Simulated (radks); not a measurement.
Sn19+, configuration [Ar] 3d10 4s2 4p1. Calculated with a radial shooting solver on a logarithmic mesh with Libxc functionals: scalar-relativistic Kohn-Sham, LDA (Slater exchange, Perdew-Wang correlation), spin-polarised, spherical densities, point nucleus; open shells are filled with parallel spins first (spin-orbit coupling, left out, can overturn this in heavy ions).

Local quantities along the radius. ELF = 1/(1 + alpha^2) is the electron localisation function; alpha = (tau - tau_W)/tau_unif compares the Pauli kinetic energy density with that of the uniform gas (summed over spins). tau is taken from the large components.

```
   r/bohr * ELF (the largest magnitude, 0.999, reaches the edge; | marks zero)
  0.00186 |                                                      *
 0.002384 |                                                      *
 0.003055 |                                                      *
 0.003883 |                                                      *
 0.004976 |                                                      *
 0.006377 |                                                      *
 0.008171 |                                                      *
  0.01047 |                                                      *
  0.01331 |                                                     *
  0.01706 |                                                    *
  0.02186 |                                                *
  0.02801 |                                    *
   0.0359 |                     *
  0.04563 |                *
  0.05848 |                         *
  0.07494 |                                     *
  0.09603 |                                         *
   0.1221 |                                *
   0.1564 |                 *
   0.2005 |                     *
   0.2569 |                                     *
   0.3292 |                                          *
   0.4185 |                                 *
   0.5363 |            *
   0.6872 |                *
   0.8806 |                                       *
    1.128 |                                    *
    1.435 |      *
    1.838 *
```

On this mesh the ELF has minima near r = 0.046, 0.18, 0.61 bohr, which separate the shells, and maxima near 0.096 (0.76), 0.33 (0.78), 0.99 (0.77).
